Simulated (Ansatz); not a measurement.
Stepwise reaction of `F[Si](F)(Cl)Cl` with water, as a gas-phase model of exchange steps in deposition or etching. ΔE in kJ/mol; ΔG adds harmonic PBE0-D4 terms to CCSD(T)/CBS, at 1 bar.

Computed with Ansatz on PBE0-D4/def2-TZVP structures; ΔE is electronic, products minus reactants. CCSD(T)/CBS is the MP2 limit (def2-TZVPP, def2-QZVPP) plus CCSD(T) − MP2 in def2-TZVPP, frozen cores. This one scheme is used for every species. DFT in def2-TZVPP. B3LYP here is the variant with VWN-RPA as its local correlation; programs differ in this. One conformer a species, not always the lowest.

```
step                                         reaction  PBE-D4  B3LYP-D4  ωB97M-V  CCSD(T)/CBS  ΔG(500 K)
   1  `F[Si](F)(Cl)Cl` + H₂O → `O[Si](F)(Cl)Cl` + H–F    31.6      33.0     33.2         33.1       29.5
   2  `O[Si](F)(Cl)Cl` + H₂O → `O[Si](O)(Cl)Cl` + H–F    33.1      34.9     35.2         34.6       35.8
```

Q: By hand: ΔE of the 2 steps together at CCSD(T)/CBS.

A: (33.1) + (34.6) = 67.7 kJ/mol, or 33.9 kJ/mol a step.

In ΔE the steps differ by no more than 1.5 kJ/mol. All are uphill at CCSD(T)/CBS. ΔG lies between 29.5 and 35.8 kJ/mol a step. PBE-D4 differs from CCSD(T)/CBS by -1.5 to -1.5 kJ/mol a step. Isolated molecules leave out the surface, adducts and barriers. Largest T1 diagnostic: 0.010.
